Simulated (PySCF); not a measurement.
# Ionisation energy of Pb⁷¹⁺ by level of theory

Pb⁷¹⁺ [Ne] 3s1 (2S) → Pb⁷²⁺ [Ne] (1S), as a difference of total energies. Computed with PySCF 2.14 in an even-tempered Gaussian basis (16 s from 23 bohr⁻², ratio 2.5; 10 p from 30 bohr⁻², ratio 2.5; 4 d from 110 bohr⁻², ratio 2.7; 4 f from 160 bohr⁻², ratio 2.7), with no relativity, point nucleus. Correlated levels: outer shells: 1s2 frozen; virtual orbitals above 40 to 60 times the deepest correlated orbital energy dropped. The calculations carry no spin-orbit coupling.

```tsv
method	ionisation energy (eV)
UHF	8300.0
MP2 (outer shells)	8300.7
SCS-MP2 (outer shells)	8300.6
CCSD (outer shells)	8300.7
CCSD(T) (outer shells)	8300.7
```

The gap to the reference is mostly relativistic.

For comparison: 9150 ± 60 eV (theoretical estimate listed by NIST; NIST Atomic Spectra Database, ionization energies).
